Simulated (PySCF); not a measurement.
CH4Cl2OSi2, SMILES Cl[Si]1(Cl)CO[SiH2]1. Atoms are numbered in the order given.

```xyz
10

Cl     1.5075     0.1130     1.6903
Si     0.2986    -0.0178     0.0000
Cl     1.5075     0.1130    -1.6903
C     -0.9314    -1.5100     0.0000
O     -2.1767    -0.7741     0.0000
Si    -1.8535     0.9118     0.0000
H     -0.8543    -2.1560    -0.9022
H     -0.8543    -2.1560     0.9022
H     -2.3873     1.6040     1.2244
H     -2.3873     1.6040    -1.2244
```

Geometry optimised at PBE-D3(BJ)/def2-SVP. This is a generated structure with no PubChem entry under its InChIKey; it may be hypothetical.

All values below come from PBE-D3(BJ)/def2-SVP run with PySCF.

Frequencies are harmonic and unscaled.

Problem. Give all harmonic wavenumbers and intensities. (Estimate from the structure and the level; the computed values follow.)

Solution. 
| mode | ν (cm⁻¹) | IR (km/mol) | Raman (Å⁴/amu) | depolarisation | moving atoms (share of kinetic energy) |
|---|---|---|---|---|---|
| 1 | 38 | 3.6 | 0.4 | 0.75 | O 49 %, Cl 30 %, Si 9 %, H 9 % |
| 2 | 100 | 0.0 | 2.9 | 0.75 | Si 35 %, Cl 29 %, H 21 %, O 12 % |
| 3 | 151 | 3.6 | 4.6 | 0.69 | Cl 71 %, Si 21 % |
| 4 | 165 | 0.1 | 1.6 | 0.75 | H 38 %, C 32 %, Cl 23 % |
| 5 | 187 | 7.4 | 4.7 | 0.64 | Si 49 %, Cl 26 %, C 16 % |
| 6 | 329 | 3.3 | 20.7 | 0.10 | Cl 59 %, Si 17 %, O 11 %, C 11 % |
| 7 | 419 | 17.9 | 11.7 | 0.25 | Si 59 %, O 24 %, H 8 % |
| 8 | 435 | 21.4 | 13.6 | 0.75 | H 80 %, Si 11 % |
| 9 | 560 | 149.6 | 4.5 | 0.71 | Si 62 %, Cl 17 %, C 12 % |
| 10 | 560 | 80.6 | 2.5 | 0.75 | Si 53 %, Cl 32 %, H 13 % |
| 11 | 636 | 21.0 | 11.3 | 0.75 | H 88 % |
| 12 | 677 | 2.8 | 3.5 | 0.38 | C 37 %, Si 27 %, H 19 %, O 14 % |
| 13 | 734 | 11.7 | 14.7 | 0.44 | H 31 %, Si 27 %, O 27 %, C 14 % |
| 14 | 742 | 38.8 | 1.4 | 0.75 | H 63 %, C 23 %, Si 12 % |
| 15 | 779 | 163.3 | 17.8 | 0.19 | H 51 %, Si 27 %, O 19 % |
| 16 | 936 | 153.6 | 13.1 | 0.75 | H 91 % |
| 17 | 999 | 89.0 | 1.3 | 0.70 | O 46 %, C 44 %, H 10 % |
| 18 | 1150 | 0.3 | 4.5 | 0.75 | H 90 % |
| 19 | 1195 | 2.4 | 1.9 | 0.60 | H 74 %, C 19 % |
| 20 | 1404 | 1.2 | 17.4 | 0.69 | H 94 % |
| 21 | 2154 | 113.9 | 278.6 | 0.10 | H 98 % |
| 22 | 2165 | 108.3 | 145.8 | 0.75 | H 96 % |
| 23 | 2962 | 25.7 | 164.8 | 0.12 | H 95 % |
| 24 | 3023 | 9.8 | 113.2 | 0.75 | H 90 %, C 10 % |
